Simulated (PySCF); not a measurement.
hafnium atom (Hf), triplet (core potentials on Hf); DF-PBE/def2-TZVP (PySCF).

Input for PySCF:
```python
from pyscf import gto, scf, dft

mol = gto.M(
    atom='''
Hf    0.00000000    0.00000000    0.00000000
''',
    basis='def2-tzvp',
    ecp={'Hf': 'def2-tzvp'},
    spin=2,
    verbose=4,
)

mf = dft.UKS(mol)
mf.xc = 'pbe'
mf = mf.density_fit(auxbasis='def2-universal-jkfit')
mf.kernel()
```

### Question
Write the output that PySCF gives for this input, abridged.

### Answer

```
PySCF version 2.14.0

[INPUT] verbose = 4
[INPUT] num. atoms = 1
[INPUT] num. electrons = 12
[INPUT] charge = 0
[INPUT] spin (= nelec alpha-beta = 2S) = 2
[INPUT] symmetry False subgroup None
[INPUT] Mole.unit = angstrom
[INPUT] Symbol           X                Y                Z      unit          X                Y                Z       unit  Magmom
[INPUT]  1 Hf     0.000000000000   0.000000000000   0.000000000000 AA    0.000000000000   0.000000000000   0.000000000000 Bohr   0.0

nuclear repulsion = 0
number of shells = 14
number of NR pGTOs = 62
number of NR cGTOs = 40
basis = def2-tzvp
ecp = {'Hf': 'def2-tzvp'}

******** <class 'pyscf.df.df_jk.DFUKS'> ********
method = DFUKS
initial guess = minao
damping factor = 0
level_shift factor = 0
DIIS = <class 'pyscf.scf.diis.CDIIS'>
diis_start_cycle = 1
diis_space = 8
diis_damp = 0
SCF conv_tol = 1e-09
SCF conv_tol_grad = None
SCF max_cycles = 50
direct_scf = False
number electrons alpha = 7  beta = 5
XC library pyscf.dft.libxc version 7.1.2
    S. Lehtola, C. Steigemann, M. J. T. Oliveira, and M. A. L. Marques,  SoftwareX 7, 1–5 (2018)
XC functionals = pbe
    J. P. Perdew, K. Burke, and M. Ernzerhof,  Phys. Rev. Lett. 77, 3865 (1996)
    J. P. Perdew, K. Burke, and M. Ernzerhof,  Phys. Rev. Lett. 78, 1396 (1997)
    J. P. Perdew, K. Burke, and M. Ernzerhof,  Phys. Rev. Lett. 77, 3865 (1996)
    J. P. Perdew, K. Burke, and M. Ernzerhof,  Phys. Rev. Lett. 78, 1396 (1997)
radial grids:
    Treutler-Ahlrichs [JCP 102, 346 (1995); DOI:10.1063/1.469408] (M4) radial grids

becke partition: Becke, JCP 88, 2547 (1988); DOI:10.1063/1.454033
pruning grids: <function nwchem_prune>
grids dens level: 3
symmetrized grids: False
atomic radii adjust function: <function treutler_atomic_radii_adjust>
small_rho_cutoff = 0
Set gradient conv threshold to 3.16228e-05
tot grids = 23792
init E= -30.8510198144176

cycle= 1 E= -47.8213944683895  delta_E=  -17  |g|= 0.253  |ddm|= 2.92
cycle= 2 E= -47.8317809147029  delta_E= -0.0104  |g|= 0.236  |ddm|= 1.82
cycle= 3 E= -47.8719893203775  delta_E= -0.0402  |g|= 0.00405  |ddm|= 0.656
cycle= 4 E= -47.8720060691182  delta_E= -1.67e-05  |g|= 0.000368  |ddm|= 0.0293
cycle= 5 E= -47.8720063435799  delta_E= -2.74e-07  |g|= 0.000289  |ddm|= 0.00287
cycle= 6 E= -47.8720064444144  delta_E= -1.01e-07  |g|= 9.96e-05  |ddm|= 0.000682
cycle= 7 E= -47.8720064998272  delta_E= -5.54e-08  |g|= 7.77e-05  |ddm|= 0.000773
cycle= 8 E= -47.8720065977838  delta_E= -9.8e-08  |g|= 1.42e-05  |ddm|= 0.00235
cycle= 9 E= -47.8720066046623  delta_E= -6.88e-09  |g|= 3.47e-06  |ddm|= 0.000838
cycle= 10 E= -47.8720066046995  delta_E= -3.72e-11  |g|= 1.21e-06  |ddm|= 2.51e-05
Extra cycle  E= -47.8720066047237  delta_E= -2.42e-11  |g|= 9.14e-07  |ddm|= 1.7e-05
converged SCF energy = -47.8720066047237  <S^2> = 2.0026167  2S+1 = 3.001744
```
